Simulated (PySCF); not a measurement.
**Electron correlation in Xe (xenon, neutral)**

[Xe], closed-shell 1S. Calculation: PySCF 2.14, in aug-cc-pVTZ-PP with one added diffuse shell each of d, f type with ECP28MDF (6s5p5d3f, 67 functions); scalar relativity through the core potential. Frozen: 4s2 4p6 4d10; 8 electrons correlated.

```
  level  correlation energy (mhartree)
   CCSD                        -164.71
    (T)                          -5.63
CCSD(T)                        -170.34
```

Diagnostics: T1 = 0.0029, D1 = 0.0069, largest double amplitude 0.027.

Cost of the coupled-cluster step: of the order of 1.4 core-seconds, for 8 correlated electrons.

Iterations:

```
CC2 = 0
CCSD nocc = 4, nmo = 58
frozen orbitals [0, 1, 2, 3, 4, 5, 6, 7, 8]
max_cycle = 100
direct = 0
conv_tol = 1e-08
conv_tol_normt = 1e-06
diis_space = 8
diis_start_cycle = 0
Init t2, MP2 energy = -328.448748874978  E_corr(MP2) -0.150079692973035
Init E_corr(CCSD) = -0.150079692975257
cycle = 1  E_corr(CCSD) = -0.161644178133294  dE = -0.0115644852  norm(t1,t2) = 0.022804
cycle = 2  E_corr(CCSD) = -0.164052515590632  dE = -0.00240833746  norm(t1,t2) = 0.00594497
cycle = 3  E_corr(CCSD) = -0.164694276544737  dE = -0.000641760954  norm(t1,t2) = 0.0018213
cycle = 4  E_corr(CCSD) = -0.164725466194499  dE = -3.11896498e-05  norm(t1,t2) = 0.000314812
cycle = 5  E_corr(CCSD) = -0.164710372797701  dE = 1.50933968e-05  norm(t1,t2) = 9.12711e-05
cycle = 6  E_corr(CCSD) = -0.164709757703504  dE = 6.15094197e-07  norm(t1,t2) = 1.47519e-05
cycle = 7  E_corr(CCSD) = -0.164710246534809  dE = -4.88831304e-07  norm(t1,t2) = 3.83561e-06
cycle = 8  E_corr(CCSD) = -0.164710250400764  dE = -3.86595481e-09  norm(t1,t2) = 6.83691e-07
CCSD converged
E(CCSD) = -328.4633794324058  E_corr = -0.1647102504007636
CCSD(T) correction = -0.00562710762313098
```
